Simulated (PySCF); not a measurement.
PySCF input file for AlH4N, SMILES [AlH2][NH2], B3LYP-D3(BJ)/def2-TZVP. The structure is a stationary point at B3LYP-D3(BJ)/def2-TZVP.

```python
import numpy as np
from pyscf import gto, scf, dft, df
from pyscf.hessian import thermo

mol = gto.M(
    atom='''
    Al    0.00000000   -0.00000000    0.65054422
    H    -0.00000000    1.39421815    1.38768609
    H    -0.00000000   -1.39421815    1.38768610
    N    -0.00000000    0.00000000   -1.11978126
    H    -0.00000000    0.82677170   -1.69698911
    H    -0.00000000   -0.82677171   -1.69698912
    ''',
    basis='def2-TZVP',
    charge=0,
    spin=0,
    max_memory=1600,
    verbose=3,
)
mf = dft.RKS(mol, xc='b3lyp').density_fit(auxbasis='def2-universal-jkfit')
mf.disp = 'd3bj'
mf.grids.level = 3
mf.conv_tol = 1e-11
mf.max_cycle = 100
mf.kernel()

# [left out here: the lines that compute and print the analytic Hessian (its translational invariance restored by hand, since the grid's response is missing), thermochemistry and intensities]
```

It prints:

```
converged SCF energy = -299.673994730969

WARN: DFTD3 does not support analytical Hessian, using finite difference


WARN: Mole.unit (angstrom) is changed to Bohr

Mode                                 0                   1                   2
Irrep
Freq [cm^-1]                      431.0836            452.2177            496.4793
Reduced mass [au]                   1.0431              1.2738              1.0080
Force const [Dyne/A]                0.1142              0.1535              0.1464
Char temp [K]                     620.2333            650.6406            714.3232
Normal mode                   x     y     z       x     y     z       x     y     z
       0  Al                 0.00  0.04 -0.00    0.02  0.00  0.00   -0.00  0.00 -0.00
       1   H                -0.00 -0.23  0.50   -0.08 -0.00  0.00   -0.36 -0.00  0.00
       2   H                -0.00 -0.23 -0.50   -0.08 -0.00 -0.00    0.36 -0.00 -0.00
       3   N                -0.00 -0.00 -0.00   -0.12 -0.00 -0.00    0.00  0.00  0.00
       4   H                -0.00 -0.25 -0.34    0.61  0.00  0.00    0.61 -0.00 -0.00
       5   H                 0.00 -0.25  0.34    0.61  0.00 -0.00   -0.61 -0.00  0.00
Mode                                 3                   4                   5
Irrep
Freq [cm^-1]                      609.6849            741.3967            759.9215
Reduced mass [au]                   1.1358              1.3298              1.2666
Force const [Dyne/A]                0.2488              0.4307              0.4310
Char temp [K]                     877.2008           1066.7048           1093.3579
Normal mode                   x     y     z       x     y     z       x     y     z
       0  Al                 0.07  0.00  0.00    0.00 -0.05 -0.00    0.00  0.00 -0.03
       1   H                -0.65 -0.00  0.00   -0.00  0.12 -0.31   -0.00  0.27 -0.55
       2   H                -0.65 -0.00 -0.00   -0.00  0.12  0.31   -0.00 -0.27 -0.55
       3   N                -0.01 -0.00 -0.00   -0.00  0.11  0.00   -0.00 -0.00  0.12
       4   H                -0.14  0.00  0.00    0.00 -0.22 -0.46    0.00  0.00  0.13
       5   H                -0.14  0.00 -0.00    0.00 -0.22  0.46    0.00 -0.00  0.13
Mode                                 6                   7                   8
Irrep
Freq [cm^-1]                      830.1701           1574.8413           1942.5191
Reduced mass [au]                   3.0807              1.1111              1.0233
Force const [Dyne/A]                1.2509              1.6237              2.2751
Char temp [K]                    1194.4299           2265.8460           2794.8524
Normal mode                   x     y     z       x     y     z       x     y     z
       0  Al                -0.00  0.00  0.12    0.00 -0.00 -0.00   -0.00 -0.00  0.02
       1   H                 0.00  0.20 -0.27   -0.00 -0.02 -0.01   -0.00 -0.62 -0.32
       2   H                 0.00 -0.20 -0.27   -0.00  0.02 -0.01    0.00  0.62 -0.32
       3   N                 0.00 -0.00 -0.16   -0.00  0.00  0.08    0.00 -0.00 -0.00
       4   H                -0.00 -0.01 -0.18    0.00 -0.40 -0.53    0.00  0.01  0.02
       5   H                -0.00  0.01 -0.18    0.00  0.40 -0.53   -0.00 -0.01  0.02
Mode                                 9                  10                  11
Irrep
Freq [cm^-1]                     1947.9776           3565.7600           3649.8297
Reduced mass [au]                   1.0628              1.0502              1.0943
Force const [Dyne/A]                2.3761              7.8675              8.5891
Char temp [K]                    2802.7061           5130.3347           5251.2923
Normal mode                   x     y     z       x     y     z       x     y     z
       0  Al                -0.00 -0.04 -0.00    0.00  0.00 -0.00    0.00  0.00 -0.00
       1   H                 0.00  0.60  0.33   -0.00 -0.00  0.00   -0.00 -0.00 -0.00
       2   H                 0.00  0.60 -0.33   -0.00  0.00  0.00   -0.00 -0.00  0.00
       3   N                 0.00 -0.00  0.00    0.00 -0.00  0.06   -0.00  0.08  0.00
       4   H                 0.00 -0.00  0.00   -0.00  0.58 -0.37    0.00 -0.55  0.39
       5   H                 0.00 -0.00 -0.00   -0.00 -0.58 -0.37    0.00 -0.55 -0.39
temperature 298.1500 [K]
pressure 101325.00 [Pa]
Rotational constants [GHz] 95.41160 13.08062 11.50353
Symmetry number 2
Zero-point energy (ZPE) 0.03873 [Eh]   101693.834 [J/mol]
                           tot       elec      trans        rot        vib
Entropy [J/mol/K]       251.242      0.000    156.227     80.606     14.409
Cv [J/mol/K]             55.018      0.000     12.472     12.472     30.075
Cp [J/mol/K]             63.332      0.000     20.786     12.472     30.075
Internal energy [J/mol]                      3718.434   3718.434 104809.709
Internal energy [Eh]   -299.63124  -299.67399
Enthalpy [J/mol]                             6197.391   3718.434 104809.709
Enthalpy [Eh]          -299.63030
Gibbs free energy [J/mol]                  -40381.697 -20314.271 100513.729
Gibbs free energy [Eh] -299.65883
static polarisability / bohr^3: [[30.825 -0.    -0.   ]
 [ 0.    36.254  0.   ]
 [-0.     0.    41.323]]
largest difference of analytic and finite-field dipole derivatives / e: 0.0016896425428074568
mode   freq/cm-1   IR/(km/mol)   Raman/(A^4/amu)   depolarisation
   1      431.08        22.080             2.208            0.750
   2      452.22       231.162             0.971            0.750
   3      496.48         0.000             2.384            0.750
   4      609.68       142.490             0.054            0.750
   5      741.40       130.271             2.638            0.750
   6      759.92        59.641             9.773            0.682
   7      830.17       210.463            15.161            0.040
   8     1574.84        46.675             2.090            0.522
   9     1942.52        84.446           226.430            0.088
  10     1947.98       271.755            30.456            0.750
  11     3565.76        17.388           143.559            0.103
  12     3649.83        21.868            72.949            0.750
max |gradient| / (hartree/bohr): 3.6496782305644375e-05
APT charges: [ 1.1748 -0.354  -0.354  -0.8117  0.1725  0.1725]
```

Self-consistency was reached.
